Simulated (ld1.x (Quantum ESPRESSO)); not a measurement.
## revPBE PAW dataset for Co, scalar-relativistic all-electron reference.

* Element: Co (Z = 27)
* Generator: ld1.x (Quantum ESPRESSO) 7.5
* Type: PAW
* Functional: revPBE
* Relativity: scalar-relativistic
* Frozen core: [Ar]
* Valence charge: 9
* Reference configuration: 3d7 4s1.75 4p0 (charge +0.25)
* Partial waves: 4s (bound): rcut 1.95, rcutus 2.45 bohr; 4s channel at -0.2 Ry: rcut 1.95, rcutus 2.45 bohr; 4p (bound, empty): rcut 1.60, rcutus 2.25 bohr; 4p channel at 0.2 Ry: rcut 1.60, rcutus 2.25 bohr; 3d (bound): rcut 1.15, rcutus 1.50 bohr; 3d channel at -0.45 Ry: rcut 1.15, rcutus 1.50 bohr
* Local potential: all-electron potential smoothed inside 2.00 bohr (lloc = -1)
* Core correction: Bessel-smoothed model core, default radius (core density twice the valence density)
* Augmentation charge: GAUSS, radius 0.85 bohr

* Cutoffs needed: 50 Ry and 80 Ry (the cutoffs (Ry, on a coarse ladder) from which the occupation-weighted sum of valence levels, in a spherical-Bessel basis at the reference potential, stays within 10 and 1 mRy of its value at 400 Ry)
* Ghost test: no extra level below or beside the all-electron valence levels (s, p, d, f tested) (spherical-Bessel basis up to 400 Ry, 20 bohr box)
* Largest excitation error: -98 meV (all-electron minus pseudo) for 3d8 4s0 4p0, out of 7 test configurations
* Lowest eigenvalue of the overlap operator: 0.37 (s channel)
